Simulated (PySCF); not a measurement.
Simulated C 1s region for `C/N=C/[Si@H]1CC[SiH2]O1`, binding energy against the vacuum level.

Every computed line was given a Gaussian of 0.6 eV full width at half maximum and an area set by the number of equivalent atoms; the highest printed point is 100. Computed, not measured: delta-SCF UKS SCAN, pcX-2 on the ionised atom, pcseg-1 elsewhere, spin-free X2C in PySCF 2.14.0.

```json
{"binding energy (eV)": "289.3", "intensity": "0"}
{"binding energy (eV)": "289.4", "intensity": "1"}
{"binding energy (eV)": "289.5", "intensity": "3"}
{"binding energy (eV)": "289.6", "intensity": "9"}
{"binding energy (eV)": "289.7", "intensity": "19"}
{"binding energy (eV)": "289.8", "intensity": "35"}
{"binding energy (eV)": "289.9", "intensity": "57"}
{"binding energy (eV)": "290.0", "intensity": "80"}
{"binding energy (eV)": "290.1", "intensity": "96"}
{"binding energy (eV)": "290.2", "intensity": "100"}
{"binding energy (eV)": "290.3", "intensity": "91"}
{"binding energy (eV)": "290.4", "intensity": "73"}
{"binding energy (eV)": "290.5", "intensity": "55"}
{"binding energy (eV)": "290.6", "intensity": "45"}
{"binding energy (eV)": "290.7", "intensity": "44"}
{"binding energy (eV)": "290.8", "intensity": "50"}
{"binding energy (eV)": "290.9", "intensity": "58"}
{"binding energy (eV)": "291.0", "intensity": "65"}
{"binding energy (eV)": "291.1", "intensity": "69"}
{"binding energy (eV)": "291.2", "intensity": "70"}
{"binding energy (eV)": "291.3", "intensity": "68"}
{"binding energy (eV)": "291.4", "intensity": "63"}
{"binding energy (eV)": "291.5", "intensity": "54"}
{"binding energy (eV)": "291.6", "intensity": "41"}
{"binding energy (eV)": "291.7", "intensity": "28"}
{"binding energy (eV)": "291.8", "intensity": "16"}
{"binding energy (eV)": "291.9", "intensity": "8"}
{"binding energy (eV)": "292.0", "intensity": "4"}
{"binding energy (eV)": "292.1", "intensity": "1"}
{"binding energy (eV)": "292.2", "intensity": "0"}
{"binding energy (eV)": "292.3", "intensity": "0"}
```

Q: Count the maxima, the lines and the sites behind this envelope.

A: The curve has 2 maxima (at 290.2 and 291.2 eV). Under it lie 4 lines from 4 inequivalent carbon sites. At this width some lines have no maximum of their own.

Q: Decompose the envelope and assign each component. Numbering: `[CH3:1]/[N:2]=[CH:3]/[Si@H:4]1[CH2:5][CH2:6][SiH2:7][O:8]1`.

A: 
```
position (eV)  relative area  line  atoms                  environment
       290.12              1  C 1s     C5  sp3 carbon bound to silicon
       290.23              1  C 1s     C6  sp3 carbon bound to silicon
       290.97              1  C 1s     C3                   C=N carbon
       291.41              1  C 1s     C1              N-methyl carbon
```

Q: What are the centre and the root-mean-square width of the whole band?

A: The area-weighted mean of the lines is 290.68 eV. Their own spread about it is 0.53 eV (rms) and each Gaussian has σ = 0.6/2.355 = 0.25 eV; the variances add, which gives 0.59 eV.

Lowest listed C 1s: C5, bonded to C, 2 H and Si. Highest, 1.29 eV above it: C1, bonded to N and 3 H. Summing the Pauling electronegativity differences to the bonded atoms, each weighted by its formal bond order, gives -1.35 for the lowest site and -0.56 for the highest; the largest sum, -0.02, belongs to C3, 0.44 eV below the top.

The curve has no shake-up lines and no vibrational structure. Isolated species at its PBE0-D3(BJ)/def2-SVP geometry (one conformer only).

On one thread, Arm Neoverse N1 (aarch64), on a shared host, this took 5.1 min and 0.73 GiB of memory at its peak.
